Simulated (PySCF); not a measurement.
PySCF 2.14 output of a UHF calculation on a single atom or ion in aug-cc-pCVTZ-DK (8s7p5d3f, 75 functions), with the spin-free X2C one-electron Hamiltonian (Gaussian nucleus):

```
SCF conv_tol = 1e-09
number electrons alpha = 7  beta = 5
cycle= 1 E= -241.977353154745  delta_E= -0.00215  |g|= 0.0139  |ddm|= 0.0635
cycle= 2 E= -241.977643182242  delta_E= -0.00029  |g|= 0.00522  |ddm|= 0.0273
cycle= 3 E= -241.977691611855  delta_E= -4.84e-05  |g|= 0.000285  |ddm|= 0.0214
cycle= 4 E= -241.977691745966  delta_E= -1.34e-07  |g|= 5.38e-05  |ddm|= 0.00394
cycle= 5 E= -241.977691750298  delta_E= -4.33e-09  |g|= 1.3e-05  |ddm|= 0.000778
cycle= 6 E= -241.977691750497  delta_E= -1.99e-10  |g|= 2.36e-06  |ddm|= 0.000173
converged SCF energy = -241.977691750497  <S^2> = 2.0000588  2S+1 = 3.0000392
```

The run itself started from symmetry-adapted Hartree-Fock orbitals and held the occupation by maximum overlap, so the iterations belong to that start.

Task: Which element, charge and spin multiplicity is this?

Result: Al⁺ (aluminium, charge +1), multiplicity 3; the state was [Ne] 3s1 3p1, high-spin 3P determinant (an excited configuration).
